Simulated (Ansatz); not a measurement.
Ansatz (a quantum-chemistry and plane-wave program) input:
A basis named .json is the Basis Set Exchange file of that set.

Ansatz 0.2 input:
```yaml
crystal:
  periodic: [false, false, false]
  atoms:
    - {symbol: Cu, position_ang: [-0.00000000, 0.00000000, -0.00000000]}
    - {symbol: N, position_ang: [-1.14642724, -0.52334862, 1.47234793]}
    - {symbol: H, position_ang: [-1.54005506, 0.28193846, 1.95593459]}
    - {symbol: H, position_ang: [-0.64633728, -1.06979498, 2.17134194]}
    - {symbol: H, position_ang: [-1.93216405, -1.09228096, 1.16215464]}
    - {symbol: N, position_ang: [1.14642724, 0.52334862, -1.47234793]}
    - {symbol: H, position_ang: [0.92437192, 1.45535556, -1.81780520]}
    - {symbol: H, position_ang: [1.06468791, -0.11067920, -2.26519950]}
    - {symbol: H, position_ang: [2.12949655, 0.53546112, -1.20642647]}
basis:
  gaussian:
    orbitals: def2-QZVPPD.json
    fitting: {mean_field: def2-universal-jkfit, correlation: def2-QZVPPD-RIFIT.json}
magnetization: {spin_polarized: true, initial_magnetization: 1}
correlation: {method: mp2, electrons: outside_noble_gas}
```

**Question.** What final total energy does it print?

**Answer.** -1752.46216 Eh (RI-MP2/def2-QZVPPD). The basis has 424 functions.

This state (charge 0, doublet) is run at the relaxed geometry of the species with charge 1 and multiplicity 1.
